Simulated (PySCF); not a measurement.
**TeI from Hartree–Fock to correlated methods**

State: ²Π (doublet), unpaired electrons π ↑. Set-up: PySCF, scalar-relativistic core potentials, basis sets Te cc-pVDZ-PP with ECP28, I cc-pVDZ-PP with ECP28. De refers to Te + I in their high-spin ground configurations, without counterpoise correction. The functionals are run spin-unrestricted. A positive dipole means Te(−)I(+).

```json
{"Level": "UHF", "Re (Å)": "2.707", "ωe (cm⁻¹)": "213", "De (eV)": "0.60", "μ (D)": "-1.25"}
{"Level": "UHF-MP2", "Re (Å)": "2.699", "ωe (cm⁻¹)": "219", "De (eV)": "1.60", "μ (D)": "n/a"}
{"Level": "UHF-SCS-MP2", "Re (Å)": "2.712", "ωe (cm⁻¹)": "218", "De (eV)": "1.51", "μ (D)": "n/a"}
{"Level": "UHF-CCSD", "Re (Å)": "2.721", "ωe (cm⁻¹)": "205", "De (eV)": "1.46", "μ (D)": "n/a"}
{"Level": "UHF-CCSD(T)", "Re (Å)": "2.726", "ωe (cm⁻¹)": "202", "De (eV)": "1.56", "μ (D)": "n/a"}
{"Level": "PBE", "Re (Å)": "2.699", "ωe (cm⁻¹)": "209", "De (eV)": "2.34", "μ (D)": "-0.23"}
{"Level": "BP86", "Re (Å)": "2.705", "ωe (cm⁻¹)": "207", "De (eV)": "2.31", "μ (D)": "-0.24"}
{"Level": "r²SCAN", "Re (Å)": "2.686", "ωe (cm⁻¹)": "214", "De (eV)": "2.12", "μ (D)": "-0.41"}
{"Level": "r²SCANh", "Re (Å)": "2.678", "ωe (cm⁻¹)": "217", "De (eV)": "2.04", "μ (D)": "-0.49"}
{"Level": "PBE0", "Re (Å)": "2.674", "ωe (cm⁻¹)": "219", "De (eV)": "2.09", "μ (D)": "-0.51"}
{"Level": "B97-3", "Re (Å)": "2.691", "ωe (cm⁻¹)": "214", "De (eV)": "1.98", "μ (D)": "-0.59"}
{"Level": "LC-ωPBE", "Re (Å)": "2.648", "ωe (cm⁻¹)": "230", "De (eV)": "1.73", "μ (D)": "-0.81"}
```

Q: Which functional lies closest to UHF-CCSD(T) in De, which farthest, and by how much do they differ from it?

A: Closest is LC-ωPBE (-7.8 pm in Re, +13.9 % in ωe, +0.17 eV in De against UHF-CCSD(T) in the same basis), farthest PBE (-2.7 pm in Re, +3.5 % in ωe, +0.78 eV in De). CCSD(T) converges more slowly with the basis than the functionals do and binds too weakly in this one, so the order can change at the basis-set limit.

Q: What does a quarter of exact exchange do here, going from PBE to PBE0?

A: PBE0 less PBE: -2.5 pm in Re, +4.8 % in ωe, -0.25 eV in De. Exact exchange removes part of the self-interaction that spreads semilocal densities, and in most molecules shortens and stiffens the bond and lowers De; so it does here.

Q: What does the step from GGA to meta-GGA do here, going from PBE to r²SCAN?

A: r²SCAN less PBE: -1.3 pm in Re, +2.4 % in ωe, -0.22 eV in De. 

Correlated steps freeze 8 core orbitals. Correlated levels converge slowly with the basis: in double zeta they bind strong bonds too weakly, by up to about 1 eV, and carry superposition errors of some tenths. Spin–orbit coupling is left out, which matters for elements this heavy, above all for dissociation energies. The state was picked by a PBE0 search and need not be the measured ground state.

The whole job (state search and all levels along the bond) took about 2.2 min on 1 thread of Arm Neoverse V2 (shared host), peak memory 0.51 GiB.
